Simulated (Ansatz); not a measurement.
Geometry optimisation of Mg₂Si₂⁻.

```yaml
crystal:
  periodic: [false, false, false]
  atoms:
    - {symbol: Mg, position_ang: [0.030510, 0.568050, -0.691470]}
    - {symbol: Mg, position_ang: [-0.054930, -1.878980, 2.257680]}
    - {symbol: Si, position_ang: [-0.429680, 2.107390, -2.217150]}
    - {symbol: Si, position_ang: [0.454100, -0.796470, 0.650940]}
basis:
  gaussian: {orbitals: def2-TZVPD}
total_charge: -1
magnetization: {spin_polarized: true, initial_magnetization: 1}
hamiltonian: {xc: r2scan, dispersion: d4}
scf: {lower_state_search: "off"}
output: {orbitals: {seedname: orbitals}}
relax: {f_tol: 0.02, max_steps: 100}
```

```sh
$ ansatz run in.yaml --threads 4 --pin off --events-out ev --progress --plain --max-ram 3916MiB
```

Output, abridged:

```
Functional definition: r2SCAN
mean field -26635.35304472 eV, -978.8311703027 hartree, gradient 9.9e-6 eV, S^2 2.333957; 0 other end points of the search recorded, 0 dependent functions left out
relax step   1: F+E_penalty+E_count = -26635.38950639 eV  Δ(F+E_penalty+E_count) = +0.000e0 eV  max|allowed force component| = 5.754e0 eV/Å  Δτ_max = 0.0000 Å  (66 SCF iters, accepted)
mean field -26637.49015256 eV, -978.9097075672 hartree, gradient 2.3e-6 eV, S^2 2.445409; 0 other end points of the search recorded, 0 dependent functions left out
relax step   2: F+E_penalty+E_count = -26637.52524214 eV  Δ(F+E_penalty+E_count) = -2.136e0 eV  max|allowed force component| = 2.666e0 eV/Å  Δτ_max = 0.1949 Å  (39 SCF iters, accepted)
mean field -26638.61190050 eV, -978.9509310438 hartree, gradient 2.6e-6 eV, S^2 2.532914; 0 other end points of the search recorded, 0 dependent functions left out
relax step   3: F+E_penalty+E_count = -26638.64556868 eV  Δ(F+E_penalty+E_count) = -1.120e0 eV  max|allowed force component| = 1.376e0 eV/Å  Δτ_max = 0.1948 Å  (39 SCF iters, accepted)
mean field -26639.06639301 eV, -978.9676333355 hartree, gradient 1.9e-6 eV, S^2 2.595295; 0 other end points of the search recorded, 0 dependent functions left out
relax step   4: F+E_penalty+E_count = -26639.09908629 eV  Δ(F+E_penalty+E_count) = -4.535e-1 eV  max|allowed force component| = 6.115e-1 eV/Å  Δτ_max = 0.1946 Å  (40 SCF iters, accepted)
mean field -26639.19636031 eV, -978.9724095455 hartree, gradient 2.3e-6 eV, S^2 2.647441; 0 other end points of the search recorded, 0 dependent functions left out
relax step   5: F+E_penalty+E_count = -26639.22858803 eV  Δ(F+E_penalty+E_count) = -1.295e-1 eV  max|allowed force component| = 2.821e-1 eV/Å  Δτ_max = 0.1945 Å  (39 SCF iters, accepted)
mean field -26639.25299311 eV, -978.9744907626 hartree, gradient 4.7e-6 eV, S^2 2.667813; 0 other end points of the search recorded, 0 dependent functions left out
relax step   6: F+E_penalty+E_count = -26639.28547844 eV  Δ(F+E_penalty+E_count) = -5.689e-2 eV  max|allowed force component| = 2.161e-1 eV/Å  Δτ_max = 0.1999 Å  (33 SCF iters, accepted)
mean field -26639.29091603 eV, -978.9758844043 hartree, gradient 3.6e-6 eV, S^2 2.669944; 0 other end points of the search recorded, 0 dependent functions left out
relax step   7: F+E_penalty+E_count = -26639.32364616 eV  Δ(F+E_penalty+E_count) = -3.817e-2 eV  max|allowed force component| = 1.430e-1 eV/Å  Δτ_max = 0.1664 Å  (32 SCF iters, accepted)
mean field -26639.33689091 eV, -978.9775739500 hartree, gradient 3.8e-6 eV, S^2 2.663188; 0 other end points of the search recorded, 0 dependent functions left out
relax step   8: F+E_penalty+E_count = -26639.36992124 eV  Δ(F+E_penalty+E_count) = -4.628e-2 eV  max|allowed force component| = 1.219e-1 eV/Å  Δτ_max = 0.1950 Å  (33 SCF iters, accepted)
mean field -26639.36273852 eV, -978.9785238320 hartree, gradient 2.8e-6 eV, S^2 2.655690; 0 other end points of the search recorded, 0 dependent functions left out
relax step   9: F+E_penalty+E_count = -26639.39372905 eV  Δ(F+E_penalty+E_count) = -2.381e-2 eV  max|allowed force component| = 6.395e-2 eV/Å  Δτ_max = 0.1945 Å  (32 SCF iters, accepted)
mean field -26639.36989572 eV, -978.9787868544 hartree, gradient 1.7e-6 eV, S^2 2.652587; 0 other end points of the search recorded, 0 dependent functions left out
relax step  10: F+E_penalty+E_count = -26639.39867602 eV  Δ(F+E_penalty+E_count) = -4.947e-3 eV  max|allowed force component| = 6.302e-2 eV/Å  Δτ_max = 0.1295 Å  (32 SCF iters, accepted)
mean field -26639.37047738 eV, -978.9788082300 hartree, gradient 2.3e-6 eV, S^2 2.646532; 0 other end points of the search recorded, 0 dependent functions left out
relax step  11: F+E_penalty+E_count = -26639.39960036 eV  Δ(F+E_penalty+E_count) = -9.243e-4 eV  max|allowed force component| = 1.493e-2 eV/Å  Δτ_max = 0.0184 Å  (33 SCF iters, accepted)
Total energy: -26639.39963646 eV, -978.9798798064 hartree
Atom 0 at     0.119221     0.444487    -0.602176 Å, force    -0.002935    -0.009851     0.013533 eV/Å
Atom 1 at    -0.692649    -1.392085     2.090618 Å, force    -0.003719     0.002900    -0.001046 eV/Å
Atom 2 at    -0.883753     2.285859    -2.137146 Å, force    -0.006342     0.014935    -0.013599 eV/Å
Atom 3 at     1.457181    -1.338272     0.648705 Å, force     0.012996    -0.007984     0.001112 eV/Å
Dipole moment:    -0.028827    -0.035679     0.060683 e Å
Checks for a lower state left out: stability, starts, cluster_reference, orbital_swaps, neighbouring_geometries, increment
```

It took 35 s on 4 threads of Arm Neoverse V2 on a shared host.

The charge -1 doublet is spin-contaminated (final ⟨S²⟩ up to 2.65, 0.75 for a pure state). Another isomer (doublet) lies 1.77 eV lower at PBE0-D4/def2-TZVPD; other spin states weren't run for this one.
